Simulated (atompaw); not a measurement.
**Varying the PAW (atompaw) potential for rhenium (Re)**

Base potential:

```
Element                 : Re (Z = 75)
Generator               : atompaw 4.2.0.5
Type                    : PAW
Functional              : LDA (PW92)
Relativity              : scalar-relativistic
Frozen core             : [Kr] 4d10 4f14
Valence charge          : 15
Reference configuration : 5s2 5p6 5d5 6s2 6p0
Partial waves           : 5s (bound): rc 1.15 bohr; 6s (bound): rc 2.85 bohr; 5p (bound): rc 1.80 bohr; 6p (bound, empty): rc 2.85 bohr; 5d (bound): rc 2.85 bohr; 5d channel at -0.05 Ry: rc 2.85 bohr
Local potential         : vpsmatchnc scheme with l = 3 at 1 Ry, radius 2.75 bohr
Core correction         : smooth core density matched at 1.50 bohr
Augmentation charge     : sinc compensation charge, radius 2.75 bohr; PAW radius 2.85 bohr; waves and projectors: custom polynom2 7 10 vanderbiltortho
```

All-electron outer shells of the reference configuration (LDA (PW92), scalar-relativistic, ld1.x):

```tsv
shell	level (eV)	outermost node (bohr)	outermost maximum (bohr)
4d	-255.17	0.21	0.44
5s	-85.51	0.52	0.93
5p	-47.21	0.56	1.06
4f	-42.59	–	0.41
6s	-6.15	1.24	2.54
5d	-5.57	0.62	1.43
6p	-1.43	1.48	3.61
```

Cutoffs, loose and tight: the cutoffs (Ry, on a coarse ladder) from which the occupation-weighted sum of valence levels, in a spherical-Bessel basis at the reference potential, stays within 10 and 1 mRy of its value at 400 Ry. They see the waves, projectors and local potential, not the compensation charge or the core. A dash means not determined.

A true bound ghost makes a file unfit for plane-wave use even where its test errors are small: the radial tests pick states by their node count and pass the ghost by.

| change | outcome | cutoff, loose | cutoff, tight | bound ghosts |
| --- | --- | --- | --- | --- |
| base | generated | 35 Ry | 110 Ry | p |
| local potential vpsmatchnc scheme with l = 3 at 1 Ry, radius 1.48 bohr | generated | 60 Ry | 90 Ry | s, d, p |
| local potential vpsmatchnc scheme with l = 3 at 1 Ry, radius 1.84 bohr | generated | 35 Ry | 100 Ry | s |
| local potential vpsmatchnc scheme with l = 3 at 1 Ry, radius 2.02 bohr | generated | 35 Ry | 110 Ry | none |
| local potential vpsmatchnc scheme with l = 3 at 1 Ry, radius 2.22 bohr | generated | 35 Ry | 110 Ry | none |
| local potential vpsmatchnc scheme with l = 3 at 1 Ry, radius 2.36 bohr | generated | 35 Ry | 110 Ry | none |
| local potential vpsmatchnc scheme with l = 3 at 1 Ry, radius 2.58 bohr | generated | 35 Ry | 110 Ry | none |
| local potential vpsmatchnc scheme with l = 3 at 1 Ry, radius 2.76 bohr | generated | 35 Ry | 110 Ry | p |

Task: What comes out with this change to the base: local potential vpsmatchnc scheme with l = 3 at 1 Ry, radius 1.62 bohr?

Result: outcome: generated; cutoff, loose: 30 Ry; cutoff, tight: 90 Ry; bound ghosts: s, d, p.

Task: What comes out with this change to the base: local potential vpsmatchnc scheme with l = 3 at 1 Ry, radius 1.24 bohr?

Result: outcome: generated; cutoff, loose: 45 Ry; cutoff, tight: 180 Ry; bound ghosts: s, d, p.

Reading the sweep of the r_vloc (base included, trends over the rows without a ghost): The loose cutoff stays near 35 Ry. Bound ghosts are found at 1.24, 1.48, 1.62, 1.84, 2.75, 2.76 bohr.
